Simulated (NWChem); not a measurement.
# C$_{2}$H$_{5}$BF$_{2}$O; SMILES C[C@@H](F)B(O)F

```xyz
11

C     -1.2262    -1.3589    -0.4519
C     -0.1467    -0.6994     0.3786
F      1.0788    -1.3400     0.1478
B      0.0651     0.8419     0.0670
O      1.2560     1.3048    -0.3380
F     -0.9465     1.6913     0.2054
H     -1.0051    -1.2758    -1.5270
H     -1.3184    -2.4266    -0.2028
H     -2.1952    -0.8731    -0.2640
H     -0.3794    -0.8301     1.4525
H      1.8821     0.5690    -0.3887
```
Atoms are numbered in this order, from 1.

Program: NWChem. The geometry was optimised at PBE0/def2-SVP. Atomic charges in e: unrestrained fits to the electrostatic potential beside Mulliken populations; buried atoms are poorly determined by the fit.

Task: What does the run give for B3LYP/def2-SVP? Quantities: ESP C1; Mulliken C1; ESP C2; Mulliken C2; ESP F3; Mulliken F3; ESP B4; Mulliken B4; ESP O5; Mulliken O5; relative RMS misfit of the potential (%).

Result: 
* **ESP C1**: -0.08
* **Mulliken C1**: -0.02
* **ESP C2**: 0.24
* **Mulliken C2**: 0.18
* **ESP F3**: -0.32
* **Mulliken F3**: -0.30
* **ESP B4**: 0.55
* **Mulliken B4**: 0.03
* **ESP O5**: -0.56
* **Mulliken O5**: -0.09
* **relative RMS misfit of the potential (%)**: 23
